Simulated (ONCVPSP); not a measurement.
**Transferability test, ONCV potential for Zn (Z = 30)**

ONCVPSP 4.0.1 input, shortened (lines: element, Z, core and valence counts, functional; n l f; lmax; l rc ep ncon nbas qcut; lloc lpopt rc5 dvloc0; l nproj debl; icmod fcfact rcfact), PBEsol, scalar-relativistic:

```
  Zn 30.00    5    2  -116133      upf
    1    0    2.00
    2    0    2.00
    2    1    6.00
    3    0    2.00
    3    1    6.00
    3    2   10.00
    4    0    1.50
    3
    0    2.20    0.00    3    7    3.30
    1    2.25    0.12    4    7    4.40
    2    0.95    0.00    4    9   19.80
    3    1.85    0.13    4    7    6.20
    4    1    0.60   -1.00
    0    2    2.60
    1    2    0.60
    2    2    3.30
    3    2    1.40
    3    4.00    1.40
```

In the p channel the program set the typed energies aside and used 0.050, 0.650 Ha.

Energies are relative to the spin-unpolarised reference configuration 3d10 4s1.5; without spin polarisation the order of configurations can differ from experiment.

```tsv
valence configuration	charge	ΔE all-electron (eV)	error AE − PS (meV)
3d10 4s2	0	-3.950	-1.4
3d10 4s1	+1	5.950	-2.4
3d10 4s0 4p1	+1	12.308	-16
```

(1) What are ΔE and the potential's error for 3d10 4s0?

Levels in the configuration 3d10 4s2:

| level | all-electron (eV) | pseudo (eV) |
| --- | --- | --- |
| 3d | -10.169 | -10.182 |
| 4s | -5.998 | -5.993 |

Note: ghosts flagged at negative energy: s at -206.5 eV, p at -28.1 eV (a further GHOST(-) flag falls on a real empty level of the atom); GHOST(+) flagged for f at 60.7 eV. A true bound ghost makes a file unfit for plane-wave use.

Answers

(1) ΔE = 24.299 eV all-electron; the error (AE − PS) is -22 meV.
